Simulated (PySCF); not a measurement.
C2H5S, SMILES [CH2]SC, multiplicity 2.

Geometry optimised at PBE-D3(BJ)/def2-TZVP. The isomer is the one that the SMILES or the coordinates give; other isomers of the formula were not compared.

Computed with PySCF with PBE-D3(BJ)/def2-TZVP.

Frequencies are harmonic and unscaled.

```json
[
 {"mode": "1", "ν (cm⁻¹)": "133", "IR (km/mol)": "7.9", "moving atoms (share of kinetic energy)": "H 99 %"},
 {"mode": "2", "ν (cm⁻¹)": "181", "IR (km/mol)": "5.0", "moving atoms (share of kinetic energy)": "H 83 %, C 11 %"},
 {"mode": "3", "ν (cm⁻¹)": "289", "IR (km/mol)": "1.1", "moving atoms (share of kinetic energy)": "C 46 %, H 36 %, S 18 %"},
 {"mode": "4", "ν (cm⁻¹)": "347", "IR (km/mol)": "69.5", "moving atoms (share of kinetic energy)": "H 83 %, C 17 %"},
 {"mode": "5", "ν (cm⁻¹)": "697", "IR (km/mol)": "1.2", "moving atoms (share of kinetic energy)": "C 61 %, S 25 %, H 13 %"},
 {"mode": "6", "ν (cm⁻¹)": "845", "IR (km/mol)": "1.1", "moving atoms (share of kinetic energy)": "H 40 %, C 38 %, S 22 %"},
 {"mode": "7", "ν (cm⁻¹)": "864", "IR (km/mol)": "0.7", "moving atoms (share of kinetic energy)": "H 56 %, C 34 %, S 10 %"},
 {"mode": "8", "ν (cm⁻¹)": "925", "IR (km/mol)": "3.3", "moving atoms (share of kinetic energy)": "H 83 %, C 15 %"},
 {"mode": "9", "ν (cm⁻¹)": "993", "IR (km/mol)": "5.3", "moving atoms (share of kinetic energy)": "H 70 %, C 23 %"},
 {"mode": "10", "ν (cm⁻¹)": "1292", "IR (km/mol)": "2.0", "moving atoms (share of kinetic energy)": "H 86 %, C 14 %"},
 {"mode": "11", "ν (cm⁻¹)": "1352", "IR (km/mol)": "1.0", "moving atoms (share of kinetic energy)": "H 88 %, C 12 %"},
 {"mode": "12", "ν (cm⁻¹)": "1409", "IR (km/mol)": "9.9", "moving atoms (share of kinetic energy)": "H 96 %"},
 {"mode": "13", "ν (cm⁻¹)": "1427", "IR (km/mol)": "9.7", "moving atoms (share of kinetic energy)": "H 96 %"},
 {"mode": "14", "ν (cm⁻¹)": "2975", "IR (km/mol)": "22.4", "moving atoms (share of kinetic energy)": "H 98 %"},
 {"mode": "15", "ν (cm⁻¹)": "3056", "IR (km/mol)": "8.7", "moving atoms (share of kinetic energy)": "H 90 %, C 10 %"},
 {"mode": "16", "ν (cm⁻¹)": "3080", "IR (km/mol)": "3.3", "moving atoms (share of kinetic energy)": "H 91 %, C 9 %"},
 {"mode": "17", "ν (cm⁻¹)": "3097", "IR (km/mol)": "2.9", "moving atoms (share of kinetic energy)": "H 96 %"},
 {"mode": "18", "ν (cm⁻¹)": "3220", "IR (km/mol)": "0.3", "moving atoms (share of kinetic energy)": "H 89 %, C 11 %"}
]
```
